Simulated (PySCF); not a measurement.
## Potassium: a sound run and one with changed settings

Sound run: K+ [Ar], K(2+) [Ne] 3s2 3p5. All numbers are calculated (PySCF 2.14, the spin-free X2C one-electron Hamiltonian (Gaussian nucleus), in Sapporo-DKH3-DZP-2012 (6s5p1d, 26 functions)). In the sound run the correlated levels freeze [Ne] 3s2. The sound run starts from symmetry-adapted Hartree-Fock orbitals and uses a fine grid where one is needed.

Changed run: no relativity, point nucleus. This setting is unsound on purpose.

| species | method | sound run (hartree) | changed run (hartree) | converged |
| --- | --- | --- | --- | --- |
| K+ | UHF | -601.29717 | -598.28347 | yes |
| K+ | PBE0 | -601.88467 | -598.87301 | yes |
| K+ | MN15 | -602.23369 | -599.22489 | yes |
| K+ | MP2 | -601.43726 | -598.42368 | yes |
| K+ | CCSD(T) | -601.44992 | -598.43641 | yes |
| K(2+) | UHF | -600.17714 | -597.16257 | yes |
| K(2+) | PBE0 | -600.72201 | -597.70933 | yes |
| K(2+) | MN15 | -601.06654 | -598.05645 | yes |
| K(2+) | MP2 | -600.27240 | -597.25796 | yes |
| K(2+) | CCSD(T) | -600.28685 | -597.27247 | yes |

Ionisation energy of K+:

```tsv
method	sound run (eV)	changed run (eV)
UHF	30.477	30.501
PBE0	31.638	31.665
MN15	31.760	31.795
MP2	31.697	31.721
SCS-MP2	31.627	31.651
CCSD	31.641	31.665
CCSD(T)	31.649	31.673
```

Most of the change in total energy is the relativistic energy itself. On top of that the contraction fixes the core shape for the Hamiltonian it was made with, so the changed run is not a good calculation with the other Hamiltonian either.

For comparison, NIST gives 31.625 eV between the lowest levels.
